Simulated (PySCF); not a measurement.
SMILES Bc1cccc(C#N)c1 at its GFN2-xTB optimised geometry (Å):

```
15

B     -1.3992    -2.4895    -0.0010
C     -0.6191    -1.1517    -0.0008
C      0.7837    -1.1176    -0.0011
C      1.4872     0.0742    -0.0005
C      0.8115     1.2805     0.0000
C     -0.5848     1.2805     0.0000
C     -1.2887     2.5081     0.0000
N     -1.8590     3.5024    -0.0009
C     -1.2862     0.0778    -0.0002
H     -2.5674    -2.4837     0.0022
H     -0.8169    -3.5024    -0.0041
H      1.3265    -2.0515    -0.0018
H      2.5674     0.0666    -0.0007
H      1.3477     2.2184     0.0004
H     -2.3665     0.1003     0.0001
```

Calculation: B3LYP/def2-TZVP (PySCF 2.14.0). Cells within 0.4 Å of a nucleus heavier than hydrogen are left out (blank, or x).

Map of the log10 of the electron density (e/bohr³), floored at −4 on the plane z = 0.0 Å:

```
|0000000000000000000000000000000|
|0000000001111000000000000000000|
|0000000123332210000000000000000|
|0000001245554321000000000000000|
|0000002456776532000000000000000|
|0000012468997643100000000000000|
|0000013579xx8754222210000000000|
|0000013568xx9864344432000000000|
|000001246799x875556653100000000|
|00000023568xx976678864200000000|
|0000001245789987789864200000000|
|0000000234678xx99x9864210000000|
|0000001245678xx99xx865431000000|
|0000002456789998899876643100000|
|000001347889x987789x98754200000|
|00000135799xx97678xx99864200000|
|0000002467889987899988753100000|
|0000002345679x999x9876542100000|
|0000002345678xx9xx9764321000000|
|0000013456678998899864210000000|
|0000024578888887789864200000000|
|00000246898xx876578753200000000|
|00000246888xx875455542100000000|
|0000023567788976433321000000000|
|0000012345678975422100000000000|
|0000001233456765310000000000000|
|0000000012345543210000000000000|
|0000000000123332100000000000000|
|0000000000011110000000000000000|
|0000000000000000000000000000000|
|0000000000000000000000000000000|
```
Scale: ten equal steps from -4.00 (start of '0') to -0.323 (end of '9'), in the order '0123456789'; x runs from -6.00 to 6.00, y from -6.00 (bottom) to 6.00 (top).
